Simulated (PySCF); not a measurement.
# Computed properties of H11NSi4, SMILES N[Si]([SiH3])([SiH3])[SiH3]

H11NSi4, SMILES N[Si]([SiH3])([SiH3])[SiH3]. The structure is a stationary point at r2SCAN-D4/def2-SVP. One conformer was computed; it need not be the lowest. All values are computed for the isolated molecule unless a solvent is named; none is compared with measurement here.

**Structure.** The optimised structure has Cs symmetry. All 42 harmonic modes at r2SCAN-D4/def2-SVP (PySCF) are real, so it is a minimum. With heavy atoms numbered as in [NH2:1][Si:2]([SiH3:3])([SiH3:4])[SiH3:5], the shortest bond between them is N1–Si2 at 1.754 Å and the longest Si2–Si3 at 2.365 Å.

**Vibrations.** The strongest infrared lines (harmonic, unscaled, degenerate partners summed) lie at 842 cm⁻¹ (357 km/mol, H 90 %, Si 10 %), 830 cm⁻¹ (271 km/mol, H 89 %), 445 cm⁻¹ (183 km/mol, H 80 %, N 18 %). The softest mode is at 81 cm⁻¹ and the zero-point energy is 63.2 kcal/mol.

**Electronic structure.** M06-2X/def2-TZVP (PySCF) places the frontier levels at -8.00 and 0.01 eV, a gap of 8.01 eV, and gives a dipole moment of 1.34 D and a mean polarisability of 127.7 bohr³. PBE/def2-TZVP (PySCF) at the same geometry gives -5.80 and -1.58 eV, so its gap is 3.79 eV narrower. An orbital gap is neither the optical nor the fundamental gap.

**Excitations.** TDA-B3LYP/def2-SVPD (PySCF) has S1 at 4.94 eV (251 nm, f = 0.003, weak); the most intense of the 6 singlets computed lies at 6.26 eV (f = 0.16). T1 (TDA) is at 4.56 eV, 0.38 eV under S1. TDA-PBE/def2-SVPD (PySCF) puts S1 at 4.48 eV. No vertical singlet excitation falls in the visible range (under 3.1 eV).

**NMR.** GIAO shifts at PBE0/pcSseg-1 (PySCF) (non-relativistic, atoms alike by connectivity averaged): ¹H from -0.2 to 3.9 ppm against TMS; ²⁹Si from -102.2 to -46.5 ppm against TMS.
